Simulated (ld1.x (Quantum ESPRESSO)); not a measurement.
Before and after: TM potential for Br

| Property | Result |
| --- | --- |
| Element | Br |
| Generator | ld1.x (Quantum ESPRESSO) 7.5 |
| Type | norm-conserving Troullier–Martins (Kleinman–Bylander form) |
| Functional | PBE |
| Relativity | scalar-relativistic |
| Frozen core | [Ar] 3d10 |
| Valence charge | 7 |
| Reference configuration | 4s2 4p3.5 (charge +1.5) |
| Partial waves | 4p (bound): rc 1.15 bohr; 4d channel at -0.2 Ry: rc 1.15 bohr; 4s (bound): rc 1.00 bohr |
| Local potential | the s channel |
| Core correction | Bessel-smoothed model core inside 0.50 bohr |

All-electron outer shells of the reference configuration (PBE, scalar-relativistic, ld1.x):

| shell | level (eV) | outermost node (bohr) | outermost maximum (bohr) |
| --- | --- | --- | --- |
| 4s | -35.99 | 0.67 | 1.39 |
| 4p | -22.72 | 0.70 | 1.60 |

Change: wave 4s (bound): rc 1.00 bohr becomes 4s (bound): rc 0.90 bohr.

Cutoffs: the cutoffs (Ry, on a coarse ladder) from which the occupation-weighted sum of valence levels, in a spherical-Bessel basis at the reference potential, stays within 10 and 1 mRy of its value at 400 Ry; they do not see the model core or the augmentation charge, which bear on the density cutoff. Errors are all-electron minus pseudo energies relative to the spin-unpolarised reference configuration.

Task: What does the change do?

Result: The bound ghosts move from d, p to d, p, s; of the 7 tests that both files solve, the error grows in 0 and shrinks in 7 by more than 15 % and 0.3 meV (median size 46.5 → 9.7 meV). Less of the atom is replaced, so other configurations are described better.

```csv
quantity,base,changed
"cutoff, loose",200 Ry,300 Ry
"cutoff, tight",over 300 Ry,over 300 Ry
loose cutoff by channel (10 mRy a level),"p 80 Ry, s 90 Ry","p 80 Ry, s 260 Ry"
bound ghosts,"p, d","p, d, s (extra level of the local part)"
"error for 4s2 4p5, meV [ΔE -22.59 eV]",-47,-11
"error for 4s2 4p4, meV [ΔE -10.04 eV]",-4.7,-0.1
"error for 4s2 4p3, meV [ΔE 12.72 eV]",-7.8,-3.1
"error for 4s2 4p1, meV [ΔE 92.73 eV]",-80,+17
"error for 4s2 4p2, meV [ΔE 46.71 eV]",-50,-9.7
"error for 4s2 4p4.5, meV [ΔE -17.51 eV]",-21,-3.9
"error for 4s2 4p5.3, meV [ΔE -24.55 eV]",-64,-16
s: phases at 1.25 bohr within 0.05 rad from the reference energy up to (Ry; the scan ends near 5),-1.6,-2.2
p: phases at 1.25 bohr within 0.05 rad from the reference energy up to (Ry; the scan ends near 5),-0.3,0.1
d: phases at 1.25 bohr within 0.05 rad from the reference energy up to (Ry; the scan ends near 5),2.2,2.3
```

 A true bound ghost makes a file unfit for plane-wave use even where its test errors are small: the radial tests pick states by their node count and pass the ghost by.
